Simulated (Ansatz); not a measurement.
Start from `F[SiH2]C[SiH3]` and change one atom or group to get `F[SiH2]C[TeH]`.

Ansatz, PBE0-D4/def2-TZVP geometries, multiplicity 1. Each molecule was computed in one conformer, which needn't be the lowest.

Elements past krypton have def2 core potentials.

```
                             property  `F[SiH2]C[SiH3]`
  HOMO energy (B3LYP/def2-TZVPP) / eV             -8.69
HOMO energy (ωB97M-V/def2-TZVPP) / eV            -11.10
LUMO energy (ωB97M-V/def2-TZVPP) / eV              1.85
   LUMO energy (PBE0/def2-TZVPP) / eV              0.20
  HOMO–LUMO gap (PBE/def2-TZVPP) / eV              6.93
    HOMO energy (PBE/def2-TZVPP) / eV             -7.60
```

**Question.** Give the same properties after the change, and the shifts. (Best estimate.)

**Answer.** Ansatz gave: 
```tsv
property	`F[SiH2]C[TeH]`	shift
HOMO energy (B3LYP/def2-TZVPP) / eV	-6.08	2.61
HOMO energy (ωB97M-V/def2-TZVPP) / eV	-8.41	2.69
LUMO energy (ωB97M-V/def2-TZVPP) / eV	0.88	-0.97
LUMO energy (PBE0/def2-TZVPP) / eV	-0.91	-1.11
HOMO–LUMO gap (PBE/def2-TZVPP) / eV	3.53	-3.40
HOMO energy (PBE/def2-TZVPP) / eV	-5.26	2.34
```

With PBE0 the HOMO rises by 2.60 eV and the LUMO falls by 1.11 eV, so the gap narrows by about 3.71 eV. PBE moves the HOMO by 2.34 eV and ωB97M-V by 2.69 eV.

B3LYP here is the variant with VWN-RPA as its local correlation; programs differ in this.

Spin–orbit coupling is left out; it splits and shifts lone-pair levels of the heavy atoms by tenths of an eV.
